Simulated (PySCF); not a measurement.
## Assignment exercise: C8H12ClN

Geometry:
| atom | x (Å) | y (Å) | z (Å) |
| --- | --- | --- | --- |
| C1 | -2.293 | 1.785 | -0.241 |
| C2 | -1.214 | 1.545 | 0.496 |
| C3 | -0.230 | 0.489 | 0.243 |
| C4 | 1.051 | 0.732 | 0.640 |
| C5 | 2.175 | -0.149 | 0.630 |
| C6 | 3.425 | 0.196 | 0.962 |
| Cl7 | 3.892 | 1.802 | 1.381 |
| N8 | -0.668 | -0.610 | -0.463 |
| C9 | 0.183 | -1.375 | -1.333 |
| C10 | -1.896 | -1.281 | -0.121 |
| H11 | -2.543 | 1.188 | -1.102 |
| H12 | -2.956 | 2.602 | -0.017 |
| H13 | -0.982 | 2.197 | 1.327 |
| H14 | 1.254 | 1.719 | 1.031 |
| H15 | 2.021 | -1.192 | 0.402 |
| H16 | 4.243 | -0.504 | 0.997 |
| H17 | 1.025 | -0.768 | -1.656 |
| H18 | 0.554 | -2.296 | -0.868 |
| H19 | -0.398 | -1.662 | -2.215 |
| H20 | -2.502 | -1.453 | -1.015 |
| H21 | -1.682 | -2.257 | 0.335 |
| H22 | -2.469 | -0.689 | 0.587 |

All values are calculated (PySCF): GIAO PBE0/pcSseg-1 shieldings, geometry from GFN2-xTB. One averaged value for each set of equivalent atoms, single conformer, non-relativistic, gas phase.

Referencing at the same level of theory: $^{13}$C (186.93 ppm), $^{1}$H (31.72 ppm) against TMS.

**Question.** Assign these signals to the numbered atoms. $^{13}$C{$^{1}$H} NMR (computed): δ 155.1, 146.8, 133.8, 125.9, 124.1, 111.0, 44.4.

**Answer.** 
155.1 → C3, alkene carbon bearing nitrogen: an sp2 carbon further deshielded by the attached heteroatom
146.8 → C2, alkene CH: an sp2 carbon of a C=C bond
133.8 → C5, alkene CH
125.9 → C1, terminal =CH2 carbon: as expected for a trigonal carbon in a double bond
124.1 → C6, alkene CH: the olefinic region
111.0 → C4, β carbon of an enol-ether or enamine type C=C: the O or N lone pair pushes π density onto this β carbon and shields it
44.4 → C9/C10, methyl carbon bonded to N: deshielded by the electronegative neighbour

C1 and C6 lie closer than the usual error of such a calculation, so a measured spectrum could show them in the other order.

**Question.** Assign these signals to the numbered atoms. $^{1}$H NMR (500 MHz, computed): δ 6.74 (m, 1H), 6.37 (m, 1H), 5.83 (d, 1H), 5.81 (d, 1H), 5.64 (m, 1H), 5.53 (m, 1H), 3.03 (s, 6H).

**Answer.** 
6.74 → H15, hydrogen on an alkene CH: olefinic region
6.37 → H13, hydrogen on an alkene CH
5.83 → H14, hydrogen on a β carbon of an enol-ether or enamine type C=C: a vinylic proton, deshielded by the sp2 carbon and the C=C anisotropy
5.81 → H16, hydrogen on an alkene CH: a vinylic proton, deshielded by the sp2 carbon and the C=C anisotropy
5.64 → H12, hydrogen on a terminal =CH2 carbon: olefinic region
5.53 → H11, hydrogen on a terminal =CH2 carbon
3.03 → H17/H18/H19/H20/H21/H22, hydrogen on a methyl carbon bonded to N: its carbon carries N, hence the downfield position

H14 and H16; H12 and H11 lie closer than the usual error of such a calculation, so a measured spectrum could show them in the other order.

Carbons that carry Cl, above all several Cl atoms, come out too deshielded, partly because spin–orbit coupling is missing. Shifts are as computed. Against solution values, carbons near 30 ppm lie about +3 ppm off and those near 130 ppm about +5 ppm; carbons on Cl a further +6 ppm. Of 1211 compounds with measured shifts, 218 miss one by over three times the rms of a fit or turn the order of signals round; such compounds aren't used in these exercises. No couplings were computed; multiplicities are counted from neighbouring protons, with m where these are inequivalent, close in shift, in a saturated or five-membered ring or joined by F or P, and br s for small geminal =CH2 splittings.
